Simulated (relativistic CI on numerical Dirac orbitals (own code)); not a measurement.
Ni⁺ in a cubic cluster: 2p photoemission with charge transfer

Computed with a charge-transfer multiplet model of a cubic metal-ligand cluster with up to one ligand hole, Slater and spin-orbit integrals from Dirac-Coulomb-Breit ions, Slater integrals scaled by 0.9. The ground state mixes d9 with configurations of k ligand holes L, whose averages lie at kΔ + k(k − 1)U_dd/2; a core hole lowers each added d electron by U_cd. 20 K, Lorentzian 0.6 eV and Gaussian 0.8 eV FWHM.

Atomic integrals in eV (Slater integrals scaled, ζ unscaled), ground: F2dd 10.953, F4dd 6.797, zeta_d 0.072; with the core hole: F2dd 10.953, F4dd 6.797, zeta_d 0.103, zeta_core 11.413, F2cd 6.973, G1cd 5.258, G3cd 2.990.

Cluster parameters (eV): Δ = 5.7, U_dd = 7.7, 10Dq = 0.7, 10Dq(ligand) = 0.6, V(eg) = 2.55, V(t2g) = -1.28, final-state hopping factor = 1.

| Case | n_d | d9 | d10L | S |
| --- | --- | --- | --- | --- |
| U_cd = 6.9 eV | 9.13 | 0.87 | 0.13 | 0.50 |
| U_cd = 7.5 eV | 9.13 | 0.87 | 0.13 | 0.50 |
| U_cd = 8.1 eV | 9.13 | 0.87 | 0.13 | 0.50 |
| U_cd = 8.7 eV | 9.13 | 0.87 | 0.13 | 0.50 |
| U_cd = 10.5 eV | 9.13 | 0.87 | 0.13 | 0.50 |

Weights, n_d and S are thermal averages at 20 K. Binding energies count from the first peak over 30 % of the highest in each spectrum, which can be another peak from case to case. The parameters are a model scan and need not match a compound or its usual spin state. Peaks in eV (height, largest 100):
- U_cd = 6.9 eV: 0.0 (100), 5.7 (20), 6.3 (20), 17.4 (48), 22.8 (16)
- U_cd = 7.5 eV: 0.0 (100), 5.7 (23), 6.6 (23), 17.3 (48), 22.9 (19)
- U_cd = 8.1 eV: 0.0 (100), 5.9 (26), 6.9 (25), 17.3 (49), 23.1 (23)
- U_cd = 8.7 eV: 0.0 (100), 6.1 (28), 7.2 (28), 17.3 (49), 23.4 (26)
- U_cd = 10.5 eV: 0.0 (100), 6.0 (42), 8.3 (37), 17.1 (49), 24.4 (37)

Curve for U_cd = 7.5 eV (points under 2 left out, the grid thinned):

E (eV), Intensity and a bar:
```
     -2.9        2.0 
     -2.5        2.7 
     -2.0        4.3 #
     -1.6        7.0 ##
     -1.1       16.7 #####
     -0.7       41.3 #############
     -0.2       92.7 ##############################
      0.2       92.8 ##############################
      0.7       49.8 ################
      1.1       24.9 ########
      1.6       10.3 ###
      2.0        6.2 #
      2.4        4.4 #
      2.9        3.4 
      3.3        3.5 
      3.8        5.5 #
      4.2        9.5 ##
      4.7       14.6 ####
      5.1       18.5 #####
      5.6       22.9 #######
      6.0       22.2 #######
      6.5       22.5 #######
      6.9       20.1 ######
      7.3       11.9 ###
      7.8        4.5 #
      8.2        2.4 
     15.5        2.9 
     15.9        5.0 #
     16.4       13.9 ####
     16.8       31.6 ##########
     17.3       48.4 ###############
     17.7       37.4 ############
     18.2       15.4 ####
     18.6        7.0 ##
     19.0        4.0 #
     19.5        2.5 
     21.0        2.2 
     21.5        3.7 #
     21.9        6.7 ##
     22.4       14.5 ####
     22.8       19.2 ######
     23.3       16.2 #####
     23.7       10.8 ###
     24.2        4.6 #
     24.6        2.2
```

For the case U_cd = 8.7 eV, Δ = 5.7 eV is smaller than U_dd = 7.7 eV, the charge-transfer side of the Zaanen-Sawatzky-Allen scheme. With the core hole the configuration with one ligand hole lies at Δ − U_cd = -1.2, -1.8, -2.4, -3.0, -4.8 eV from the one without, in the order of the table; where this is negative the screened configuration lies lower, though the effective hopping of about 2.4 eV (from the holes of the mixed ground state) mixes the two strongly wherever it is as large as the gap.
